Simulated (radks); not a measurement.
All-electron atom: the erbium ion Er45+ in [Ar] 3d5. All-electron calculation, Dirac Kohn-Sham, exchange-only PBE, spin-unpolarised, spherical densities, finite nucleus; open shells fill j = l - 1/2 first; Fermi nuclear charge, rms radius 5.2516 fm. Program: a radial shooting solver on a logarithmic mesh with Libxc functionals.

Spin-orbit splittings of the eigenvalues, e(l+1/2) - e(l-1/2), with zeta = 2 splitting/(2l+1) and mean radii in bohr:

shell  occ.  splitting (eV)  zeta (eV)  <r> j=l-1/2  <r> j=l+1/2
2p        6           926.1      617.4      0.07108      0.07823
3p        6           218.5      145.7       0.2035       0.2151
3d        5               ?          ?       0.1868       0.1904
4p        0           78.34      52.23       0.4093       0.4252

Estimate the 3d splitting.

Answer. 50.08 eV (zeta = 20.03 eV).
